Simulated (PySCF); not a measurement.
H₅NO₂Sn, SMILES [NH2][SnH]([OH])[OH]. Coordinates come from a PBE-D3(BJ)/def2-SVP optimisation. The structure was generated by enumeration; whether it is a known compound was not checked. The def2 effective core potentials stand for the cores of Sn; spin–orbit coupling is left out. The values are those of a single conformer.

Computed with PySCF 2.14.0 with PBE-D3(BJ)/def2-SVP.

Harmonic wavenumbers (cm⁻¹): 90, 129, 154, 166, 199, 287, 498, 523, 559, 588, 596, 640, 825, 854, 868, 1483, 1846, 3408, 3511, 3700, 3709. Rotational constants (GHz): 4.455, 4.115, 2.780; symmetry number 1.

Work out the zero-point energy and the ideal-gas rigid-rotor harmonic-oscillator thermochemistry at 298.15 K and 1 atm.

ZPE = ½ Σ hcν = ½ × 24633 cm⁻¹ = 147.34 kJ/mol. H − E(el) = 170.31 kJ/mol. Entropy in J/(mol K): translation 172.78, rotation 109.82, vibration 79.44, total 362.04. G − E(el) = 62.37 kJ/mol. Cp = 115.45 J/(mol K). Modes under 150 cm⁻¹ make the vibrational entropy uncertain.
